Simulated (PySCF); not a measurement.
C3H7FOSi, SMILES CC(=O)[Si@@H](C)F. Heavy atoms are numbered as in [CH3:1][C:2](=[O:3])[Si@@H:4]([CH3:5])[F:6]. Hydrogens are named by the atom that carries them.

Geometry optimised at B3LYP-D3(BJ)/def2-SVP. The structure was generated by enumeration; whether it is a known compound was not checked. The values are those of a single conformer.

Computed with PBE0/pcSseg-1 (PySCF).

GIAO shieldings, no solvent; atoms alike by connectivity are averaged. δ = σ(ref) − σ: ¹³C against TMS (σ = 186.3 ppm); ¹⁷O against H2O (σ = 334.2 ppm); ²⁹Si against TMS (σ = 352.7 ppm); ¹⁹F against CFCl3 (σ = 167.2 ppm); ¹H against TMS (σ = 31.56 ppm), references at their B3LYP-D3(BJ)/def2-TZVP geometries, non-relativistic.

```json
[
 {"atoms": "C2", "nucleus": "¹³C", "count": "1", "δ (ppm)": "250.7"},
 {"atoms": "C1 (CH3)", "nucleus": "¹³C", "count": "1", "δ (ppm)": "[?]"},
 {"atoms": "C5 (CH3)", "nucleus": "¹³C", "count": "1", "δ (ppm)": "[?]"},
 {"atoms": "O3", "nucleus": "¹⁷O", "count": "1", "δ (ppm)": "847.5"},
 {"atoms": "Si4 (SiH)", "nucleus": "²⁹Si", "count": "1", "δ (ppm)": "-8.3"},
 {"atoms": "F6", "nucleus": "¹⁹F", "count": "1", "δ (ppm)": "-206.6"},
 {"atoms": "H on Si4", "nucleus": "¹H", "count": "1", "δ (ppm)": "5.07"},
 {"atoms": "H on C1", "nucleus": "¹H", "count": "3", "δ (ppm)": "[?]"},
 {"atoms": "H on C5", "nucleus": "¹H", "count": "3", "δ (ppm)": "[?]"}
]
```

Task: Some entries are withheld; supply them. (An estimate is asked for; the answer gives what the named calculation found.)

Result: 
- H on C5, δ (ppm): 0.69
- C5 (CH3), δ (ppm): -1.5
- C1 (CH3), δ (ppm): 42.0
- H on C1, δ (ppm): 2.89
